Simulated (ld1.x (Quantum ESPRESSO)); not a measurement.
# u(r) = r·R(r): atom against pseudo-atom (Pr)

Columns: radius, all-electron u(r) and pseudo u(r) of the 4f shell (level -29.79 eV) of praseodymium in the configuration [Kr] 4d10 4f2 5s2 5p6 5d0 6s0 6p0; PBE, scalar-relativistic, ultrasoft scheme, ld1.x (Quantum ESPRESSO) 7.5.

```
r (bohr)  all-electron  pseudo
   0.160        0.1597  0.0026
   0.320        0.5864  0.0372
   0.480        0.8852  0.1518
   0.640        0.9881  0.3524
   0.800        0.9654  0.5752
   0.960        0.8857  0.7262
   1.120        0.7879  0.7545
   1.280        0.6897  0.6890
   1.440        0.5978  0.5978
   1.600        0.5144  0.5144
   1.760        0.4402  0.4402
   1.920        0.3750  0.3750
   2.080        0.3183  0.3183
   2.240        0.2694  0.2694
   2.400        0.2276  0.2276
   2.560        0.1920  0.1920
   2.720        0.1617  0.1617
   2.880        0.1361  0.1361
   3.040        0.1144  0.1144
   3.200        0.0961  0.0961
   3.360        0.0805  0.0805
   3.520        0.0674  0.0674
   3.680        0.0563  0.0563
   3.840        0.0469  0.0469
   4.000        0.0391  0.0391
   4.160        0.0325  0.0325
```

(1) How many radial nodes do the two functions have?

(2) At about which radius was the pseudo-wave matched?

(3) Is the pseudo-wave norm-conserving?

## Answers

(1) The all-electron 4f function has n − l − 1 = 0; the pseudo-wave has 0.

(2) 1.45 bohr, where the columns begin to agree (steps of 0.16 bohr).

(3) No, it belongs to an ultrasoft set: the norm inside the radius is not constrained, and the difference is carried by the augmentation charge.
